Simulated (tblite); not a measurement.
Compound: C₇H₉F₂ (doublet state).
SMILES with atom numbers: `[CH2:1][C@H:2](/[CH:3]=[CH:4]/[F:5])/[C:6]([CH3:7])=[CH:8]/[F:9]` (hydrogens: H10, H11 on C1; H12 on C2; H13 on C3; H14 on C4; H15, H16, H17 on C7; H18 on C8)
Bond orders are those of one Lewis drawing.

Computed with GFN2-xTB (tblite), gas phase: L-BFGS steps from a force-field or distance-geometry start until the largest atomic force falls under 0.01 eV/Å.

Step 7: E = -786.5115 eV
```
atom  x, y, z in Å  |  force x, y, z in eV/Å
C1     -0.7612    1.8767   -0.2797    0.057   0.015  -0.059
C2     -0.4133    0.4401   -0.3346   -0.072   0.014  -0.024
C3     -1.4039   -0.3827    0.4406    0.056  -0.011   0.124
C4     -2.2027   -1.2851   -0.0913   -0.085  -0.038  -0.107
F5     -3.0793   -1.9768    0.6588    0.034   0.001  -0.005
C6      0.9996    0.1253    0.1129    0.003  -0.031  -0.013
C7      1.6986   -0.9804   -0.6127   -0.008  -0.016  -0.068
C8      1.5774    0.7798    1.1057    0.074   0.067   0.066
F9      2.8367    0.4893    1.4964   -0.047   0.050   0.059
H10    -0.0323    2.6065   -0.5783   -0.035  -0.022   0.077
H11    -1.7908    2.1699   -0.2029    0.055   0.004   0.060
H12    -0.4728    0.1065   -1.3801   -0.035  -0.045  -0.220
H13    -1.4487   -0.2074    1.5029    0.020   0.048   0.095
H14    -2.2759   -1.5610   -1.1357    0.056   0.032   0.043
H15     2.6945   -1.1368   -0.2055   -0.040  -0.023  -0.036
H16     1.7825   -0.7379   -1.6733    0.024  -0.021   0.047
H17     1.1276   -1.9036   -0.5235   -0.002  -0.015   0.001
H18     1.1553    1.5839    1.6886   -0.055  -0.009  -0.038
```

Step 8: E = -786.5154 eV
```
atom  x, y, z in Å  |  force x, y, z in eV/Å
C1     -0.7591    1.8754   -0.2804    0.051  -0.018  -0.089
C2     -0.4140    0.4378   -0.3387   -0.049   0.021  -0.020
C3     -1.4010   -0.3827    0.4455    0.032  -0.010   0.032
C4     -2.2001   -1.2831   -0.0924   -0.037   0.010  -0.037
F5     -3.0753   -1.9743    0.6590    0.004  -0.030  -0.030
C6      0.9982    0.1247    0.1113    0.001  -0.020  -0.039
C7      1.6961   -0.9805   -0.6146    0.005  -0.023  -0.060
C8      1.5738    0.7808    1.1044    0.053   0.055   0.046
F9      2.8323    0.4895    1.4977   -0.069   0.079   0.072
H10    -0.0268    2.6064   -0.5710   -0.072  -0.043   0.080
H11    -1.7889    2.1668   -0.1940    0.079   0.021   0.050
H12    -0.4701    0.0949   -1.3847   -0.061   0.015  -0.126
H13    -1.4432   -0.2013    1.5087    0.010   0.012   0.016
H14    -2.2697   -1.5566   -1.1393    0.049   0.040   0.111
H15     2.6903   -1.1343   -0.2036   -0.017  -0.048  -0.046
H16     1.7821   -0.7399   -1.6758    0.023  -0.015   0.064
H17     1.1239   -1.9030   -0.5249    0.007  -0.019   0.001
H18     1.1429    1.5856    1.6811   -0.007  -0.027  -0.024
```

Step 9: E = -786.5175 eV
```
atom  x, y, z in Å  |  force x, y, z in eV/Å
C1     -0.7577    1.8742   -0.2821    0.025  -0.046  -0.087
C2     -0.4150    0.4365   -0.3417   -0.009  -0.001  -0.029
C3     -1.3992   -0.3832    0.4486    0.022   0.012  -0.021
C4     -2.1993   -1.2815   -0.0929   -0.007   0.030   0.032
F5     -3.0732   -1.9737    0.6587   -0.015  -0.045  -0.039
C6      0.9976    0.1243    0.1102    0.006   0.003  -0.036
C7      1.6948   -0.9809   -0.6161    0.006  -0.023  -0.021
C8      1.5725    0.7820    1.1039   -0.002   0.017  -0.014
F9      2.8293    0.4910    1.5001   -0.057   0.082   0.078
H10    -0.0248    2.6061   -0.5659   -0.055  -0.030   0.068
H11    -1.7865    2.1657   -0.1885    0.067   0.032   0.047
H12    -0.4699    0.0894   -1.3896   -0.070   0.049  -0.036
H13    -1.4403   -0.1978    1.5124    0.008  -0.009  -0.036
H14    -2.2656   -1.5538   -1.1400    0.040   0.036   0.108
H15     2.6878   -1.1340   -0.2036    0.006  -0.059  -0.041
H16     1.7824   -0.7412   -1.6764    0.019  -0.007   0.038
H17     1.1221   -1.9031   -0.5256    0.006  -0.021  -0.002
H18     1.1363    1.5862    1.6770    0.009  -0.020  -0.009
```

Q: Estimate the geometry and energy of step 10. (The exact step hangs on the optimiser's Hessian estimate; all steps are aligned on step 9, rigid shifts and turns removed.)

A: E = -786.5199 eV, largest force 0.111 eV/Å
```
atom  x, y, z in Å  |  force x, y, z in eV/Å
C1     -0.7561    1.8720   -0.2857   -0.019  -0.057  -0.067
C2     -0.4161    0.4349   -0.3455    0.040  -0.031  -0.039
C3     -1.3969   -0.3834    0.4514    0.004   0.028  -0.061
C4     -2.1986   -1.2792   -0.0925    0.025   0.042   0.100
F5     -3.0712   -1.9739    0.6575   -0.032  -0.054  -0.035
C6      0.9972    0.1240    0.1083    0.014   0.016  -0.033
C7      1.6934   -0.9819   -0.6177    0.007  -0.022   0.026
C8      1.5708    0.7834    1.1027   -0.059  -0.018  -0.067
F9      2.8253    0.4942    1.5042   -0.034   0.073   0.077
H10    -0.0237    2.6054   -0.5594   -0.007   0.002   0.044
H11    -1.7825    2.1653   -0.1818    0.037   0.039   0.045
H12    -0.4713    0.0848   -1.3953   -0.071   0.069   0.048
H13    -1.4370   -0.1945    1.5154    0.011  -0.021  -0.070
H14    -2.2606   -1.5503   -1.1387    0.027   0.025   0.068
H15     2.6854   -1.1349   -0.2045    0.031  -0.066  -0.029
H16     1.7832   -0.7426   -1.6764    0.014   0.001  -0.005
H17     1.1205   -1.9036   -0.5264    0.003  -0.022  -0.006
H18     1.1296    1.5865    1.6726    0.011  -0.003   0.006
```

The energy changes by -0.0023 eV. The first-order estimate −F·Δx gives -0.0031 eV and the mean of the old and new forces, exact on a quadratic surface, -0.0023 eV. The step makes an angle of 59° with the force vector and moves no atom by more than 0.008 Å.

The cost below is that of the whole relaxation. Time: 0.43 s. Hardware: one thread, Arm Neoverse V2 (aarch64), no GPU, shared host with 192 logical CPUs at a one-minute load of 36.
